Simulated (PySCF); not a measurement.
Parent: `[CH3:1][B:2]([F:3])[F:4]`, CH3BF2.

Level of theory: PBE0-D3(BJ)/def2-SVP geometry optimisation, gas phase (PySCF 2.14.0). One conformer each, not checked by frequencies here.

```csv
coordinate of the parent,value
C1–B2,1.558 Å
B2–F3,1.323 Å
B2–F4,1.323 Å
C1–B2–F3,122.9°
C1–B2–F4,121.2°
F3–B2–F4,115.9°
```

Q: How does the shared frame change in `[H]/[N:1]=[CH:2]/[CH2:3][B:4]([F:5])[F:6]` with N1–C2–C3–B4 115°, C2–C3–B4–F5 18°, C2H4BF2N? Atoms pair as C1 = C3, B2 = B4, F3 = F5, F4 = F6 (parent first).

A: 
```json
{"parent": "C1–B2", "relative": "C3–B4", "value in the relative": "1.565 Å", "change": "+0.007"}
{"parent": "B2–F3", "relative": "B4–F5", "value in the relative": "1.321 Å", "change": "-0.002"}
{"parent": "B2–F4", "relative": "B4–F6", "value in the relative": "1.318 Å", "change": "-0.005"}
{"parent": "C1–B2–F3", "relative": "C3–B4–F5", "value in the relative": "121.8°", "change": "-1.1"}
{"parent": "C1–B2–F4", "relative": "C3–B4–F6", "value in the relative": "121.4°", "change": "+0.2"}
{"parent": "F3–B2–F4", "relative": "F5–B4–F6", "value in the relative": "116.7°", "change": "+0.8"}
```

Of the parent's bonds, C1–B2 changes most (+0.007 Å). Bonds of the relative outside the shared frame: N1=C2 1.267, C2–C3 1.493 Å.

Q: How does the shared frame change in `[O:1]=[CH:2][CH2:3][B:4]([F:5])[F:6]` with O1–C2–C3–B4 -113°, C2–C3–B4–F5 137°, C2H3BF2O? Atoms pair as C1 = C3, B2 = B4, F3 = F5, F4 = F6 (parent first).

A: 
```csv
parent,relative,value in the relative,change
C1–B2,C3–B4,1.569 Å,+0.011
B2–F3,B4–F5,1.316 Å,-0.007
B2–F4,B4–F6,1.320 Å,-0.003
C1–B2–F3,C3–B4–F5,122.3°,-0.6
C1–B2–F4,C3–B4–F6,120.5°,-0.7
F3–B2–F4,F5–B4–F6,117.1°,+1.2
```

Of the parent's bonds, C1–B2 changes most (+0.011 Å). Bonds of the relative outside the shared frame: O1=C2 1.200, C2–C3 1.504 Å.
